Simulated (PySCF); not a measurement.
**Mayer bond orders and bond lengths**

Species: C4H13FN2Si2.
SMILES with atom numbers: `[F:1][CH2:2][CH2:3][C@@:4]1([SiH3:5])[CH2:6][NH:7][SiH2:8][NH:9]1` (hydrogens: H10, H11 on C2; H12, H13 on C3; H14, H15, H16 on Si5; H17, H18 on C6; H19 on N7; H20, H21 on Si8; H22 on N9)

Cartesian coordinates in Å at the GFN2-xTB level; atoms count from 1:
```
atom  x, y, z in Å
F1     3.0084   -0.1494    0.5802
C2     2.1746   -1.0571   -0.0375
C3     0.7738   -0.9688    0.5390
C4    -0.0042    0.2997    0.1529
Si5    0.9572    1.9329    0.4408
C6    -0.5203    0.1855   -1.2834
N7    -1.6943   -0.6601   -1.2378
Si8   -2.5406   -0.4655    0.2493
N9    -1.2220    0.3823    0.9536
H10    2.6147   -2.0445    0.1376
H11    2.2018   -0.8217   -1.1053
H12    0.2006   -1.8384    0.2089
H13    0.8558   -1.0102    1.6286
H14    1.9907    2.1137   -0.5767
H15   -0.0298    3.0085    0.3294
H16    1.5179    1.9091    1.7897
H17    0.2342   -0.2565   -1.9426
H18   -0.7586    1.1862   -1.6717
H19   -2.1579   -0.7544   -2.1255
H20   -2.8550   -1.8138    0.7317
H21   -3.7040    0.4241    0.2933
H22   -1.0537    0.4176    1.9447
```

Bond orders from the PBE0/pcSseg-1 density (PySCF). One conformer (not necessarily the lowest) at the GFN2-xTB geometry, without solvent, vibrations or thermal averaging.

Q: How far do the computed orders between heavy atoms stray from the drawn ones?

A: The largest departure is 0.159, at C4–Si5 (drawn single, 0.841). Drawn single, order below 0.88: F1–C2 (0.855) and C4–Si5 (0.841).

Q: Give the Mayer order of every bond, beside its length.

A: 
```tsv
bond	drawn as	length (Å)	Mayer order
F1–C2	single	1.379	0.855
C2–C3	single	1.517	1.050
C3–C4	single	1.537	0.963
C4–Si5	single	1.917	0.841
C4–C6	single	1.530	0.990
C6–N7	single	1.448	0.957
N7–Si8	single	1.722	0.970
Si8–N9	single	1.719	0.980
N9–C4	single	1.460	0.927
C2–H10	single	1.095	0.952
C2–H11	single	1.094	0.944
C3–H12	single	1.093	0.922
C3–H13	single	1.093	0.942
Si5–H14	single	1.462	0.933
Si5–H15	single	1.464	0.932
Si5–H16	single	1.461	0.947
C6–H17	single	1.095	0.942
C6–H18	single	1.100	0.943
N7–H19	single	1.006	0.933
Si8–H20	single	1.466	0.893
Si8–H21	single	1.465	0.886
N9–H22	single	1.006	0.927
```

Bonds between the same two heavy elements. C–C: lowest C3–C4 (0.963, 1.537 Å), highest C2–C3 (1.050, 1.517 Å). C–N: lowest N9–C4 (0.927, 1.460 Å), highest C6–N7 (0.957, 1.448 Å). N–Si: all 2 within 0.02 of one another (0.970 to 0.980).

Q: Sum the orders of all bonds at each heavy atom with more than one neighbour and set the sums beside the valence in the SMILES.

A: C2 3.801 (drawn 4), C3 3.877 (drawn 4), C4 3.721 (drawn 4), Si5 3.653 (drawn 4), C6 3.832 (drawn 4), N7 2.860 (drawn 3), Si8 3.729 (drawn 4), N9 2.834 (drawn 3). Orders between atoms that aren't bonded are not in these sums.

For a closed shell the Mayer order of atoms A and B is Σ (PS)μν (PS)νμ over the basis functions μ on A and ν on B, with P the density and S the overlap matrix.
